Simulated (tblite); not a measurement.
Question: What does the GFN2-xTB structure of InChI=1S/C5H8F2O/c1-4(3-8-2)5(6)7/h5H,1,3H2,2H3 look like in three dimensions?

Answer: 
```xyz
16
C5H8F2O angstrom
C     -1.5548   -1.6052   -0.5738
C     -0.9697   -0.5217   -0.0951
C      0.4810   -0.4330    0.2887
O      1.0732    0.6419   -0.4096
C      2.4204    0.8405   -0.0648
C     -1.7172    0.7676    0.1297
F     -1.7912    1.0486    1.4609
F     -2.9952    0.7097   -0.3081
H     -2.6032   -1.6171   -0.8172
H     -1.0041   -2.5151   -0.7360
H      0.5602   -0.2602    1.3757
H      0.9919   -1.3774    0.0509
H      2.5267    1.0796    1.0003
H      2.7707    1.6787   -0.6628
H      3.0241   -0.0470   -0.2895
H     -1.2203    1.6188   -0.3606
```

Any rigid rotation of these coordinates is as good. Atoms count from 1 in this order. The 3 C–C bonds span 1.321 Å (C1=C2, drawn double) to 1.507 Å (C2–C6, drawn single), a spread of 0.186 Å. Of the pairs four or more bonds apart, F8···H9 is among the closest relative to their van der Waals radii: 2.41 Å, 90 % of the sum of Bondi's values.

Bonds between heavy atoms (Å): C1=C2 1.321, C2–C3 1.503, C3–O4 1.412, O4–C5 1.405, C2–C6 1.507, C6–F7 1.363, C6–F8 1.352.

The geometry is computed with GFN2-xTB (gas phase).

Point group: C1 (no symmetry element, even within 0.4 Å). Its GFN2-xTB frequencies are all real (lowest 37 cm⁻¹). One conformer, not necessarily the lowest (C1–C2–C3–O4 125°, C2–C3–O4–C5 177°, C1–C2–C6–F7 113°).
